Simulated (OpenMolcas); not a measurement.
Co2+ among 6 point charges of -2.2 e arranged as a trigonal prism (D3h), with a polar angle of 42.7° against the regular 49.1°. The active orbitals were held to one l.

| Item | Value |
| --- | --- |
| Program | OpenMolcas |
| Method | CASSCF |
| Basis | ANO-RCC-VDZP [5s4p2d1f] |
| Scalar Hamiltonian | DKH2, point nucleus |
| Active space | 7 electrons in 5 orbitals (3d) |
| State averaging | 2S+1 = 4 even, 10 roots; 2S+1 = 2 even, 40 roots |
| Spin-orbit coupling | state interaction with AMFI integrals over the reference wave functions |

All point charges move together. At R = 1.57 Å the first state of the same spin is 11770 cm-1, and at R = 1.84 Å it is 3797 cm-1.

A third run gives 6929 cm-1. What distance was it run at?

With a power law R^-n the two known points give n = -ln(3797 / 11770) / ln(1.84 / 1.57) = 7.13. Then R = 1.57 × (11770 / 6929)^(1/7.13) = 1.691 Å. The run was at 1.71 Å, so the estimate is off by -0.019 Å.

Without dynamic correlation the repulsion within the d shell is too large (B by tens of per cent), so at a given field states of lower spin stand too high. Point charges carry no covalency, so the field is a model and not that of real ligands. An unlabelled pair can be two single states that coincide in this model. No measured value stands beside these numbers.
